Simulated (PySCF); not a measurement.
# LaF₃: how level, basis and relativity move the structure

Each row is its own optimisation.

Each entry is the lowest minimum that a search over a few typed start shapes (and spin states, where more than one is plausible) found, or that minimum re-optimised at the stated level; isomers with ligand–ligand bonds, or fragments after loss of a ligand pair, can lie lower. Open shells are unrestricted; no spin–orbit coupling; PySCF with density fitting.

```tsv
level	2S+1	point group	mean bond to La (Å)	lowest ω (cm⁻¹)	polar-tensor charge of La	gap (eV)	distinct angles (°)
B3LYP/def2-TZVP (scalar-relativistic core potentials)	1	C3v	2.161	65	2.53	7.07	115
PBE/def2-TZVP (scalar-relativistic core potentials)	1	C3v	2.157	77	2.39	5.21	114
PBE0/lcecp-1/def2-TZVP (scalar-relativistic core potentials)	1	C3v	2.125	76	2.60	7.85	115
```

Across these levels the mean bond spreads over 0.036 Å and the highest wavenumber over 16 cm⁻¹; all give the same point group.

Levels that gave another bonding pattern or an unsound solution are left out.
